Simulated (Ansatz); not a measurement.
A series at Ge: from `[GeH3][SiH2][GeH2][GeH3]`, ligands are replaced one by one, each step taking up H₂ and setting free GeH₄; n counts the steps. Ansatz, PBE0-D4/def2-TZVP geometries. Each molecule was computed in one conformer, which needn't be the lowest.

CBS adds triple-zeta CCSD(T) − MP2 to the MP2 limit, frozen cores; atoms without spin–orbit coupling. Outer-core shells of Ge are correlated without core-valence functions. Scalar relativity is left out up to krypton. Spin–orbit coupling is left out.

```csv
n,molecule,"atomization energy, CCSD(T)/CBS (kJ/mol)"
0,`[GeH3][SiH2][GeH2][GeH3]`,3758.0
1,`[GeH3][SiH2][GeH3]`,2946.4
2,`[SiH3][GeH3]`,2151.3
3,SiH₄,?
```

Question: By hand: fit a straight line y = ȳ + b (n − n̄) to the 3 given rows and predict n = 3.

Answer: n̄ = 1.000, ȳ = 2951.90; Σ(n − n̄)(y − ȳ) = -1606.70, Σ(n − n̄)² = 2.000, so b = -803.35 kJ/mol a step. Prediction: 2951.90 + (-803.35) × (2.000) = 1345.2 kJ/mol.

Question: By hand: compare with the computed value, 1362.7 kJ/mol, and give the steps along the whole series.

Answer: The line misses by 17.5 kJ/mol (computed minus predicted). Steps: -811.6, -795.1, -788.6 kJ/mol.

The steps differ by up to 23.0 kJ/mol, small against a whole step but well beyond the method's doubt, so the ligands' effects don't simply add. The miss is 0.7 % of the series' range. The energies themselves are unsure by some kJ/mol a bond, though much of that is common to the series.
